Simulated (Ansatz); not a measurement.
Reaction (formal hydrolysis of the In–Br bond): `[OH][InH][Br]` + H₂O → `[OH][InH][OH]` + HBr

Computed with Ansatz on PBE0-D4/def2-TZVP structures; ΔE is electronic, products minus reactants. CCSD(T)/CBS is the MP2 limit (def2-TZVPP, def2-QZVPP) plus CCSD(T) − MP2 in def2-TZVPP, frozen cores. This one scheme is used for every species. Functionals use def2-TZVPP. B3LYP here is the variant with VWN-RPA as its local correlation; programs differ in this. HSE06 is defined as in plane-wave codes. Elements past krypton have def2 core potentials. For Br, In outer-core shells are correlated without core-valence functions, which leaves a few kJ/mol of doubt a bond. Scalar relativity is left out up to krypton. One conformer a species, not always the lowest.

| level | ΔE (kJ/mol) | difference from CCSD(T)/CBS |
| --- | --- | --- |
| B97M-V | 100.7 | -4.1 |
| HSE06-D4 | 110.3 | 5.5 |
| B2PLYP | 100.7 | -4.1 |
| PBE-QIDH | 110.8 | 6.0 |
| revPBE | 98.4 | -6.4 |
| BLYP | 91.8 | -13.0 |
| B3LYP | 100.9 | -3.9 |
| r2SCAN0 | 111.4 | 6.6 |
| BHLYP | 110.7 | 5.9 |
| LC-ωPBE | 100.1 | -4.7 |
| CCSD(T)/def2-SVP | 100.8 | -4.0 |
| MP2/def2-TZVPP | 103.3 | -1.5 |
| CCSD/def2-TZVPP | 103.6 | -1.2 |
| CCSD(T)/def2-TZVPP | 101.0 | -3.8 |
| MP2/CBS(def2) | 107.2 | 2.4 |
| CCSD/CBS(def2) | 107.5 | 2.7 |
| CCSD(T)/CBS | 104.8 | 0 |

Largest T1 diagnostic among the species: 0.017.

From PBE to PBE0 (25 % exact exchange), in def2-TZVPP and without D4, ΔE moves by +10.7 kJ/mol. Leaving LDA and LC-ωPBE aside and taking each functional with its dispersion term where it has one, the values, not all of them listed here, spread over 20.9 kJ/mol, from BLYP-D4 to BHLYP-D4.
